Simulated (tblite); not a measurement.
C₆H₁₄NP.
SMILES with atom numbers: `[CH3:1][CH:2]([CH3:3])[P@@:4]1(=[NH:5])[CH2:6][C@H:7]1[CH3:8]` (hydrogens: H9, H10, H11 on C1; H12 on C2; H13, H14, H15 on C3; H16 on N5; H17, H18 on C6; H19 on C7; H20, H21, H22 on C8)

The geometry is computed with GFN2-xTB (gas phase).

Problem. Give the optimised bond lengths and angles.

Solution. 
```csv
bond,length (Å)
C1–C2,1.525
C2–C3,1.520
C2–P4,1.839
P4=N5,1.561
P4–C6,1.833
C6–C7,1.566
C7–C8,1.509
P4–C7,1.834
"C1–H9, C1–H10, C1–H11",1.089
C2–H12,1.097
"C3–H13, C3–H14, C3–H15",1.089
N5–H16,1.011
C6–H17,1.081
C6–H18,1.084
C7–H19,1.091
"C8–H20, C8–H21, C8–H22",1.089
```

Bonds in one row agree within 0.01 Å and their mean is given. A selection of angles:
```csv
angle,degrees
C1–C2–C3,113.0
C1–C2–P4,108.0
C3–C2–P4,115.3
C2–P4–N5,107.1
C2–P4–C6,115.0
C2–P4–C7,116.8
N5–P4–C6,129.4
N5–P4–C7,128.5
C6–P4–C7,50.6
P4–C6–C7,64.8
C6–C7–C8,118.0
P4–C7–C6,64.7
P4–C7–C8,129.4
H16–N5–P4,115.1
```

Dihedral angles: C1–C2–P4–N5 85° (synclinal); C2–P4–C6–C7 105° (anticlinal); P4–C6–C7–C8 -123° (anticlinal); C2–P4–C7–C6 -101° (anticlinal); H16–N5–P4–C2 -175° (antiperiplanar).

The 3-membered ring P4–C6–C7 has internal angles of 50.6° to 64.8°. The 4 C–C bonds span 1.509 Å (C7–C8, drawn single) to 1.566 Å (C6–C7, drawn single), a spread of 0.057 Å. P4 (phosphorus bonded to 3 C and N) has angles from 50.6° to 129.4°. Of the pairs four or more bonds apart, H14···H21 is among the closest relative to their van der Waals radii: 2.19 Å, 91 % of the sum of Bondi's values.

Point group: C1 (no symmetry element, even within 0.4 Å). Its GFN2-xTB frequencies are all real (lowest 58 cm⁻¹). The numbers are those of one conformer. 3 starts were optimised and ended at 0.00, 0.74 and 3.58 kcal/mol (GFN2-xTB); the lowest of these is shown.
